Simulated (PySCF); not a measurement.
Correlation energy of Ca+ (calcium, charge +1)

[Ar] 4s1, 2S determinant. Calculation: PySCF 2.14, in x2c-TZVPPall with one added diffuse shell each of s, p, d type (7s6p4d, 45 functions); scalar relativity by spin-free X2C-1e. Frozen: [Ne]; 9 electrons correlated.

```
  level  correlation energy (mhartree)
   CCSD                        -191.29
    (T)                          -2.87
CCSD(T)                        -194.16
```

Diagnostics: T1 = 0.0080, D1 = 0.0333, largest double amplitude 0.021.

Cost of the coupled-cluster step: of the order of 1.6 core-seconds, for 9 correlated electrons.

This basis was not built for core-valence correlation, so the inner-shell part is incomplete.
